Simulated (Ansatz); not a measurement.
Reaction (ligand exchange at a B–Se bond): `B[SeH]` + `SBS` → `BSBS` + H₂Se

Program: Ansatz. Geometries: PBE0-D4/def2-TZVP. ΔE: electronic, gas phase. CCSD(T)/CBS adds triple-zeta CCSD(T) − MP2 to the extrapolated MP2 energy (def2 sets, frozen cores). DFT in def2-TZVPP. For Se outer-core shells are correlated without core-valence functions, which leaves a few kJ/mol of doubt a bond. Scalar relativity is left out up to krypton. One conformer a species, not always the lowest.

`B[SeH]`:

```xyz
5

B    -0.555   -0.296   -0.105
Se    1.048    0.565   -0.647
H    -0.813   -0.443    1.046
H    -1.265   -0.668   -0.986
H     1.585    0.841    0.693
```

`SBS`:

Cartesian coordinates in Å:
```
S 0.658 -0.089 -1.695
B -0.301 0.245 -0.229
S 0.155 -0.383 1.380
H 1.627 -0.841 -1.143
H -1.272 0.917 -0.379
H -0.867 0.152 2.067
```

`BSBS`:

```xyz
8

B     1.423    0.358    1.265
S     1.206    0.078   -0.483
B    -0.587   -0.163   -0.627
S    -1.247   -0.479   -2.249
H     0.488    0.350    2.002
H     2.538    0.549    1.640
H    -1.287   -0.109    0.332
H    -2.534   -0.584   -1.880
```

H₂Se:

Z-matrix (Å, degrees):
```
Se
H 1 1.467
H 1 1.467 2 91.2
```

```json
{"level": "revPBE-D4", "ΔE (kcal/mol)": "3.9"}
{"level": "r2SCAN-D4", "ΔE (kcal/mol)": "4.1"}
{"level": "B2PLYP", "ΔE (kcal/mol)": "3.7"}
{"level": "PBE0", "ΔE (kcal/mol)": "4.1"}
{"level": "r2SCAN0", "ΔE (kcal/mol)": "3.9"}
{"level": "RPA@PBE/def2-TZVPP", "ΔE (kcal/mol)": "4.2"}
{"level": "HF/def2-QZVPP", "ΔE (kcal/mol)": "2.7"}
{"level": "CCSD/CBS(def2)", "ΔE (kcal/mol)": "3.8"}
```

(1) What does CCSD(T)/CBS give? (An estimate is asked.)

Largest T1 diagnostic among the species: 0.015.

## Answers

(1) The calculation gave: +3.8 kcal/mol. The listed levels differ from it by 0.1, 0.3, -0.1, 0.3, 0.1, 0.4, -1.1, 0.0 kcal/mol.

In def2-TZVPP, CCSD(T) changes the Hartree–Fock value by +1.0 kcal/mol (the triples alone add +0.0 kcal/mol) and MP2 by +0.8 kcal/mol. From BLYP to BHLYP (50 % exact exchange), in def2-TZVPP and without D4, ΔE moves by −0.8 kcal/mol.
